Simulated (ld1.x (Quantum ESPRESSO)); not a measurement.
## titanium: one change to an ultrasoft potential, before and after

titanium (Ti), ultrasoft, made with ld1.x (Quantum ESPRESSO) 7.5 (BP86, scalar-relativistic). Core [Ar], reference 3d2 4s1.75 4p0 (charge +0.25). Waves: 4s (bound): rcut 3.10, rcutus 3.30 bohr; 4s channel at 0.3 Ry: rcut 3.10, rcutus 3.30 bohr; 4p (bound, empty): rcut 2.35, rcutus 3.30 bohr; 4p channel at 0.25 Ry: rcut 2.35, rcutus 3.30 bohr; 3d (bound): rcut 1.15, rcutus 1.30 bohr; 3d channel at 0.4 Ry: rcut 1.15, rcutus 1.30 bohr. Local part: all-electron potential smoothed inside 3.15 bohr (lloc = -1). Core correction: a·sin(br)/r model core inside 1.00 bohr. Augmentation charge: PSQ, inside the norm-conserving radii.

Change: augmentation PSQ, radius 1.25 bohr.

Cutoffs: the cutoffs (Ry, on a coarse ladder) from which the occupation-weighted sum of valence levels, in a spherical-Bessel basis at the reference potential, stays within 10 and 1 mRy of its value at 400 Ry; they do not see the model core or the augmentation charge, which bear on the density cutoff. Errors are all-electron minus pseudo energies relative to the spin-unpolarised reference configuration.

**Question.** Predict the effect on cutoff, ghosts and configuration errors.

**Answer.** The potential gets neither clearly harder nor softer (55 Ry and 90 Ry → 55 Ry and 90 Ry); of the 7 tests that both files solve, the error grows in 0 and shrinks in 6 by more than 15 % and 0.3 meV (median size 26.0 → 4.9 meV); neither file shows a bound ghost.

```csv
quantity,base,changed
"cutoff, loose",55 Ry,55 Ry
"cutoff, tight",90 Ry,90 Ry
bound ghosts,none,none
"error for 3d2 4s2 4p0, meV [ΔE -1.33 eV]",-0.2,0.0
"error for 3d2 4s1 4p0, meV [ΔE 6.19 eV]",-5.9,-1.4
"error for 3d2 4s0 4p0, meV [ΔE 19.85 eV]",-59,-17
"error for 3d1 4s2 4p1, meV [ΔE 3.37 eV]",-415,-239
"error for 3d2 4s0 4p2, meV [ΔE 5.03 eV]",-26,-4.9
"error for 3d3 4s0 4p0, meV [ΔE 6.26 eV]",-261,-156
"error for 3d2 4s1.5 4p0, meV [ΔE 1.69 eV]",-0.6,-0.2
s: phases at 3.59 bohr within 0.05 rad from the reference energy up to (Ry; the scan ends near 5),1.7,1.7
p: phases at 3.59 bohr within 0.05 rad from the reference energy up to (Ry; the scan ends near 5),2.1,2.1
d: phases at 3.59 bohr within 0.05 rad from the reference energy up to (Ry; the scan ends near 5),3.3,3.3
lowest overlap eigenvalue by channel,"s 0.41, p 0.64, d 1.00","s 0.41, p 0.64, d 1.00"
```
